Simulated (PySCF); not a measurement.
AlH₃. Atoms are numbered in the order given.

```xyz
4

Al     0.0000     0.0000     0.0000
H      1.5827     0.0000     0.0000
H     -0.7913     1.3707     0.0000
H     -0.7913    -1.3707     0.0000
```

Geometry: ωB97X-D3(BJ)/def2-TZVPD. The isomer is the one that the SMILES or the coordinates give; other isomers of the formula were not compared.

Lowest vertical singlet excitation by several levels in PySCF, with rough processor times relative to the cheapest run on one machine. Each run also gave further roots (ADC and EOM-CCSD ionised and attached states too); roots are paired by order and the bases differ. EOM-CCSD serves as a yardstick, not as the true value; all levels that ended soundly for this molecule are listed, with differences from unrounded values.

| level | relative cost |
|---|---|
| TDA-PBE/def2-TZVPD | 1 |
| TDA-LC-ωPBE/def2-TZVPD | 2 |
| TDA-ωB97X/def2-TZVPD | 2 |
| EOM-CCSD/aug-cc-pVDZ | 2 |
| ADC(3)/aug-cc-pVDZ | 20 |

Computed S1 at each level and its distance from EOM-CCSD:
```csv
level,S1 (eV),S1 minus EOM-CCSD (eV)
TDA-PBE/def2-TZVPD,4.89,-0.64
TDA-LC-ωPBE/def2-TZVPD,5.64,0.11
TDA-ωB97X/def2-TZVPD,5.52,-0.01
EOM-CCSD/aug-cc-pVDZ,5.53,0.00
ADC(3)/aug-cc-pVDZ,5.38,-0.14
```
